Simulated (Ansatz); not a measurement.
Cost and result for the atomization energy of `[F][GaH][F]` (4 atoms, 3 bonds).

Charge 0, multiplicity 1. Correlated methods include outer-core shells of Ga, which these sets cover unevenly. Scalar relativity is left out up to krypton. All single points use the PBE0-D4/def2-TZVP geometry. Program: Ansatz. All runs use 4 threads of an Arm Neoverse V2 on a shared host. Times are those of one run each, without the atoms' runs, and a repeat can differ threefold. Electronic energies, without spin–orbit coupling; frozen cores. CCSD(T)/CBS adds CCSD(T) − MP2 in def2-TZVPP to the MP2 limit, and its time is that of the two runs behind it. T1 = 0.015. With those shells the extrapolation isn't a true limit. HSE06 is the plane-wave form, built on full-range PBE exchange.

CCSD(T)/CBS is a level of theory with its own doubt, some kJ/mol a heavy atom from the limit and from the frozen cores, so smaller differences don't rank the functionals.

| level | functions | wall time |
| --- | --- | --- |
| LDA (SPW92)/def2-TZVPP | 124 | 0.35 s |
| revPBE-D4/def2-TZVPP | 124 | 0.55 s |
| CCSD(T)/def2-SVP | 65 | 0.55 s |
| BLYP-D4/def2-TZVPP | 124 | 0.6 s |
| PBE-D4/def2-TZVPP (with forces) | 124 | 0.65 s |
| HSE06-D4/def2-TZVPP | 124 | 0.75 s |
| BHLYP-D4/def2-TZVPP | 124 | 0.75 s |
| CAM-B3LYP-D4/def2-TZVPP | 124 | 0.8 s |
| ωB97X-V/def2-TZVPP | 124 | 1.8 s |
| B97M-V/def2-TZVPP | 124 | 2 s |
| CCSD(T)/def2-TZVPP | 124 | 3.2 s |
| CCSD(T)/def2-QZVPP | 233 | 33 s |
| CCSD(T)/CBS(def2) | – | 36 s |

Question: What atomization energy does each give, and how far from CCSD(T)/CBS? (Best estimate.)

Answer: The calculation gave: 
| level | atomization (kJ/mol) | difference from CCSD(T)/CBS | per bond |
| --- | --- | --- | --- |
| LDA (SPW92)/def2-TZVPP | 1446.6 | 192.6 | 64.2 |
| revPBE-D4/def2-TZVPP | 1209.8 | -44.2 | -14.7 |
| CCSD(T)/def2-SVP | 1177.1 | -76.9 | -25.6 |
| BLYP-D4/def2-TZVPP | 1228.8 | -25.2 | -8.4 |
| PBE-D4/def2-TZVPP (with forces) | 1254.7 | 0.7 | 0.2 |
| HSE06-D4/def2-TZVPP | 1211.8 | -42.2 | -14.1 |
| BHLYP-D4/def2-TZVPP | 1161.1 | -92.9 | -30.9 |
| CAM-B3LYP-D4/def2-TZVPP | 1242.8 | -11.2 | -3.7 |
| ωB97X-V/def2-TZVPP | 1249.3 | -4.7 | -1.5 |
| B97M-V/def2-TZVPP | 1244.0 | -10.0 | -3.3 |
| CCSD(T)/def2-TZVPP | 1230.4 | -23.6 | -7.9 |
| CCSD(T)/def2-QZVPP | 1255.4 | 1.4 | 0.5 |
| CCSD(T)/CBS(def2) | 1254.0 | 0.0 | 0.0 |

Leaving LDA and LC-ωPBE aside and taking each functional with its dispersion term where it has one, the values spread over 93.6 kJ/mol, from BHLYP-D4 to PBE-D4. LDA lies +196.3 kJ/mol from PBE without D4, its usual overbinding. The D4 term adds +7.2 kJ/mol with B3LYP and +3.7 kJ/mol with PBE0; it sums over pairs of atoms, weighted by their polarisabilities, and B3LYP, whose exchange is more repulsive, gets the larger term. At CCSD(T), def2-SVP lies −76.8 kJ/mol from the extrapolated value and def2-TZVPP −23.6 kJ/mol: correlation converges slowly with the basis, and small sets miss more of it in the bonded molecule than in its fragments.

B3LYP here is the variant with VWN-RPA as its local correlation; programs differ in this.
